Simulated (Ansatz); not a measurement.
Relaxed structures of B2H3OF, closed shell (PBE0-D4/def2-TZVP; forces vanish, vibrations not checked; lower isomers may exist, and structures with a doubtful reference or unclear bonds are left out; Å). Program: Ansatz 0.2.0. Basis: def2-TZVPP. Cores are frozen in the correlated methods.

Q: Rank them by CCSD(T) energy, lowest first, and give each one's height above the lowest. Links in brackets join atoms within 1.22 times the sum of their covalent radii (1.1 for two metals). (An estimate is asked for; the value comes from the calculation.)
A.
a complex of B₂H₂O ([BH2][B][O]) + HF
```
7
angstrom
B -0.9094 1.5596 0.7226
O 0.4168 -0.7446 -0.3774
B -0.1380 0.2188 0.0832
F 1.6123 -2.9146 -1.3169
H -1.2242 1.5731 1.8698
H -1.1420 2.4978 0.0290
H 1.1916 -2.1480 -0.9874
```
B.
a complex of BH₂F ([BH2][F]) + BHO ([BH][O])
```
7
angstrom
B -0.7982 1.0046 0.4798
O 0.1549 -0.7444 -0.3567
B 1.0626 -1.4517 -0.6930
F 0.3168 1.6692 0.7881
H -1.3336 0.3842 1.3540
H -1.3462 1.2875 -0.5476
H 1.9437 -2.1494 -1.0246
```
C.
B₂H₃OF ([BH2][O][BH][F])
```
7
angstrom
B -0.7368 1.0233 0.4845
O 0.0079 0.0191 0.0133
B 0.7503 -0.9778 -0.4630
F 0.1445 -2.0500 -0.9509
H -1.0406 1.0154 1.6425
H -1.0670 1.8932 -0.2689
H 1.9417 -0.9232 -0.4576
```
D.
B₂H₃OF ([OH2][BH][B][F])
```
7
angstrom
B 0.6344 -0.1065 0.1994
O -0.4168 1.0579 0.5177
B 0.2132 -1.2317 -0.7310
F -0.0945 -2.2144 -1.5195
H -1.2001 0.7220 0.9655
H -0.6769 1.5331 -0.2781
H 1.6610 0.0760 0.7693
```

A: By the calculation: C (0.0 kJ/mol), B (142.6 kJ/mol), A (269.7 kJ/mol), D (506.4 kJ/mol). Heights count from the lowest.

The T1 diagnostic stays at or below 0.017.

For scale, one of the runs: CCSD(T)/def2-TZVPP, 166 basis functions, launched by `ansatz run in.yaml --threads 2 --pin off --events-out ev --progress --plain --max-ram 4352MiB`. Hardware: 2 CPU threads of an AMD EPYC 9R45, shared host. Wall time 16 s; peak host memory 1.4 GiB.
